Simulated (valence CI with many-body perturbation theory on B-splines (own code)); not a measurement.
**Ge25+: E2, M1, M2 decay**

Calculated by configuration interaction combined with many-body perturbation theory (CI+MBPT): five valence electrons over a frozen Dirac-Fock core [He], radial functions for each j: 9 s, 9 p, 8 d, 6 f, 3 g, 1 h, with the one-electron correlation potential Σ1, the two-electron term Σ2, the three-electron term Σ3, Breit, model QED; selected CI, second order for the rest (own B-spline code, finite nucleus).

No measured levels were compared; by estimate levels of excited configurations hold to 0.05 to 0.15 % of their energy, terms of the ground configuration to about 0.5 %. Among the levels kept, up to 1700 cm⁻¹ of a level comes from second order outside the variational space, and about a tenth of that is noise between levels of different J, which matters for small intervals.

Lines 1 to 48 of 48 in falling wavelength, among levels below 13013 × 10³ cm⁻¹, chosen from the decays that carry over 1 % of a level's rate. Wavelengths and rates use the calculated energies, so an error of 1000 cm⁻¹ moves a line at 51.84 nm by 0.52 % and its rate by three times that or more. Electric multipoles are in the length gauge, E1 and E2 with the static RPA response of the core. Weak lines are less certain than strong ones. Lines between different terms over intervals too small for the method are left out, as are lines whose strength nearly cancels.

Levels are named by their leading jj configuration (3d3/2^4 stands for four electrons in 3d with j = 3/2), which in mixed levels can hold well under half, so a name can repeat and another be missing. Letters in brackets count levels of one name in rising energy.

```
λ vac (nm)                               Upper                       Lower  Type   A (s⁻¹)  Branch %
     125.2          (2s^2 2p1/2 2p3/2^2) J=5/2  (2s^2 2p1/2 2p3/2^2) J=3/2    M1  3.34e+03       8.1
     51.84          (2s^2 2p1/2 2p3/2^2) J=1/2  (2s^2 2p1/2 2p3/2^2) J=3/2    M1  1.33e+04       3.5
     49.21                (2s^2 2p3/2^3) J=3/2  (2s^2 2p1/2 2p3/2^2) J=1/2    M1  4.76e+04       5.1
     42.78          (2s^2 2p1/2 2p3/2^2) J=3/2  (2s^2 2p1/2^2 2p3/2) J=3/2    M1  2.34e+05     100.0
     31.88          (2s^2 2p1/2 2p3/2^2) J=5/2  (2s^2 2p1/2^2 2p3/2) J=3/2    M1  3.77e+04      91.7
     31.63                (2s^2 2p3/2^3) J=3/2  (2s^2 2p1/2 2p3/2^2) J=5/2    M1  1.45e+05      15.5
     25.25                (2s^2 2p3/2^3) J=3/2  (2s^2 2p1/2 2p3/2^2) J=3/2    M1  6.65e+05      70.8
     23.44          (2s^2 2p1/2 2p3/2^2) J=1/2  (2s^2 2p1/2^2 2p3/2) J=3/2    M1  3.69e+05      96.5
     15.88                (2s^2 2p3/2^3) J=3/2  (2s^2 2p1/2^2 2p3/2) J=3/2    M1  8.07e+04       8.6
    0.9089      (2s^2 2p1/2 2p3/2 3d5/2) J=9/2    (2s 2p1/2 2p3/2^3) J=5/2    E2  4.72e+07       1.2
    0.8861          (2s^2 2p3/2^2 3d5/2) J=9/2    (2s 2p1/2 2p3/2^3) J=5/2    E2  8.37e+07       2.0
    0.8588          (2s^2 2p1/2^2 3p1/2) J=1/2  (2s^2 2p1/2 2p3/2^2) J=3/2    E2  1.01e+09       2.0
    0.8556  (2s^2 2p1/2 2p3/2 3p1/2) J=3/2 [a]  (2s^2 2p1/2 2p3/2^2) J=1/2    E2  9.10e+08       1.7
    0.8523      (2s^2 2p1/2 2p3/2 3p1/2) J=5/2  (2s^2 2p1/2 2p3/2^2) J=1/2    E2  8.63e+08       2.7
    0.8497      (2s^2 2p1/2 2p3/2 3p1/2) J=1/2  (2s^2 2p1/2 2p3/2^2) J=5/2    E2  3.42e+09       7.1
    0.8494          (2s^2 2p3/2^2 3d5/2) J=9/2  (2s 2p1/2^2 2p3/2^2) J=5/2    E2  4.88e+07       1.2
    0.8442      (2s^2 2p1/2 2p3/2 3p1/2) J=5/2  (2s^2 2p1/2 2p3/2^2) J=5/2    E2  3.29e+09      10.4
    0.8439      (2s^2 2p1/2 2p3/2 3p1/2) J=1/2  (2s^2 2p1/2 2p3/2^2) J=3/2    E2  4.37e+09       9.1
    0.8434  (2s^2 2p1/2 2p3/2 3p3/2) J=3/2 [b]  (2s^2 2p1/2 2p3/2^2) J=1/2    E2  3.44e+09       1.8
    0.8430  (2s^2 2p1/2 2p3/2 3p3/2) J=5/2 [a]  (2s^2 2p1/2 2p3/2^2) J=5/2    E2  3.61e+09       4.2
    0.8422  (2s^2 2p1/2 2p3/2 3p3/2) J=1/2 [a]  (2s^2 2p1/2 2p3/2^2) J=5/2    E2  1.01e+09       1.2
    0.8421          (2s^2 2p3/2^2 3p3/2) J=5/2        (2s^2 2p3/2^3) J=3/2    E2  2.91e+09       4.1
    0.8419          (2s^2 2p1/2^2 3p1/2) J=1/2  (2s^2 2p1/2^2 2p3/2) J=3/2    E2  9.39e+09      18.3
    0.8417  (2s^2 2p1/2 2p3/2 3p1/2) J=3/2 [a]  (2s^2 2p1/2 2p3/2^2) J=3/2    E2  6.65e+09      12.2
    0.8416          (2s^2 2p3/2^2 3p1/2) J=5/2        (2s^2 2p3/2^3) J=3/2    E2  7.82e+09       7.2
    0.8414  (2s^2 2p1/2 2p3/2 3p3/2) J=5/2 [b]  (2s^2 2p1/2 2p3/2^2) J=1/2    E2  3.04e+09       2.3
    0.8412          (2s^2 2p3/2^2 3p3/2) J=7/2        (2s^2 2p3/2^3) J=3/2    E2  1.67e+09       2.7
    0.8406  (2s^2 2p1/2 2p3/2 3p3/2) J=3/2 [a]  (2s^2 2p1/2 2p3/2^2) J=5/2    E2  3.75e+09       2.1
    0.8385      (2s^2 2p1/2 2p3/2 3p1/2) J=5/2  (2s^2 2p1/2 2p3/2^2) J=3/2    E2  2.14e+09       6.8
    0.8385      (2s^2 2p1/2 2p3/2 3p3/2) J=7/2  (2s^2 2p1/2 2p3/2^2) J=5/2    E2  2.38e+09       7.1
    0.8365  (2s^2 2p1/2 2p3/2 3p3/2) J=1/2 [a]  (2s^2 2p1/2 2p3/2^2) J=3/2    E2  4.15e+09       4.9
    0.8355  (2s^2 2p1/2 2p3/2 3p3/2) J=3/2 [b]  (2s^2 2p1/2 2p3/2^2) J=5/2    E2  3.98e+09       2.1
    0.8350  (2s^2 2p1/2 2p3/2 3p3/2) J=3/2 [a]  (2s^2 2p1/2 2p3/2^2) J=3/2    E2  2.49e+09       1.4
    0.8345          (2s^2 2p1/2^2 3p3/2) J=3/2  (2s^2 2p1/2^2 2p3/2) J=3/2    E2  5.59e+09       6.6
    0.8308          (2s^2 2p3/2^2 3p1/2) J=1/2        (2s^2 2p3/2^3) J=3/2    E2  4.49e+09       2.8
    0.8301  (2s^2 2p1/2 2p3/2 3p3/2) J=1/2 [b]  (2s^2 2p1/2 2p3/2^2) J=5/2    E2  1.12e+10       4.8
    0.8246  (2s^2 2p1/2 2p3/2 3p3/2) J=1/2 [b]  (2s^2 2p1/2 2p3/2^2) J=3/2    E2  5.59e+09       2.4
    0.8224      (2s^2 2p1/2 2p3/2 3p1/2) J=5/2  (2s^2 2p1/2^2 2p3/2) J=3/2    E2  2.41e+09       7.6
    0.8213  (2s^2 2p1/2 2p3/2 3p3/2) J=5/2 [a]  (2s^2 2p1/2^2 2p3/2) J=3/2    E2  1.31e+09       1.5
    0.8202          (2s^2 2p3/2^2 3p3/2) J=5/2  (2s^2 2p1/2 2p3/2^2) J=5/2    E2  3.13e+09       4.5
    0.8194          (2s^2 2p3/2^2 3p3/2) J=7/2  (2s^2 2p1/2 2p3/2^2) J=5/2    E2  4.13e+09       6.6
    0.8190  (2s^2 2p1/2 2p3/2 3p3/2) J=3/2 [a]  (2s^2 2p1/2^2 2p3/2) J=3/2    E2  2.51e+09       1.4
    0.8170      (2s^2 2p1/2 2p3/2 3p3/2) J=7/2  (2s^2 2p1/2^2 2p3/2) J=3/2    E2  6.12e+09      18.2
    0.8157      (2s^2 2p1/2 2p3/2 3d5/2) J=9/2  (2s^2 2p1/2 2p3/2^2) J=5/2    M2  6.16e+07       1.5
    0.8149          (2s^2 2p3/2^2 3p3/2) J=5/2  (2s^2 2p1/2 2p3/2^2) J=3/2    E2  2.27e+09       3.2
    0.8140          (2s^2 2p3/2^2 3p3/2) J=7/2  (2s^2 2p1/2 2p3/2^2) J=3/2    E2  3.68e+09       5.9
    0.8135      (2s^2 2p3/2^2 3p3/2) J=3/2 [b]  (2s^2 2p1/2 2p3/2^2) J=1/2    E2  5.09e+09       2.4
    0.8122  (2s^2 2p1/2 2p3/2 3p3/2) J=5/2 [b]  (2s^2 2p1/2^2 2p3/2) J=3/2    E2  2.44e+09       1.8
```
